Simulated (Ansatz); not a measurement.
Ansatz results at the PBE0-D4/def2-TZVP geometry: HOMO–LUMO gap (PBE/def2-TZVPP) 6.77 eV; size of the dipole moment (B3LYP/def2-TZVPP) 0.88 D; HOMO energy (PBE/def2-TZVPP) -6.88 eV.

(1) Which molecule gave them?
A. `CC(C)[SiH3]`
B. `Cl[Si](Cl)(Cl)Br`
C. `C[SiH](C)C`
D. `C=C[SiH](F)O[SiH3]`

Results:

(1) A. The others give `Cl[Si](Cl)(Cl)Br`: 5.83, 0.09, -7.71; `C=C[SiH](F)O[SiH3]`: 5.39, 1.55, -7.22; `C[SiH](C)C`: 7.56, 0.57, -7.22.

B3LYP here is the variant with VWN-RPA as its local correlation; programs differ in this.
